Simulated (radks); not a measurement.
All-electron atom: the boron ion B2+ in [He] 2s1.

All-electron calculation, scalar-relativistic Kohn-Sham, LDA (Slater exchange, Perdew-Wang correlation), spin-polarised, spherical densities, finite nucleus; open shells are filled with parallel spins first; Fermi nuclear charge, rms radius 2.406 fm. Program: a radial shooting solver on a logarithmic mesh with Libxc functionals.

Energy parts (eV):
total: -629.733
kinetic: 626.671
electron-nucleus: -1381.048
Hartree: 205.216
exchange-correlation: -80.572

Orbitals (lengths in bohr, moments of r in powers of bohr; <r^-3> diverges for s and p1/2):
orbital  occ.  eigenvalue (eV)    <r^4>  <r^-3>
1s up       1        -209.3287  0.05858       -
1s down     1        -208.5327  0.05764       -
2s up       1         -32.3695    16.45       -
2s down     0         -28.7663    19.43       -
2p up       0         -26.4900    17.16   1.590
2p down     0         -23.1326    21.18   1.579
3s up       0         -10.4251    568.1       -
3s down     0          -9.7837    695.2       -

The highest occupied level is 2s up at -32.369 eV. The electron density at the nucleus is 71.31 e/bohr^3 (large components only). Summed over all electrons, <r^2> = 3.405 bohr^2, which gives a Langevin (diamagnetic) susceptibility term of -2.7 x 10^-6 cm^3/mol.
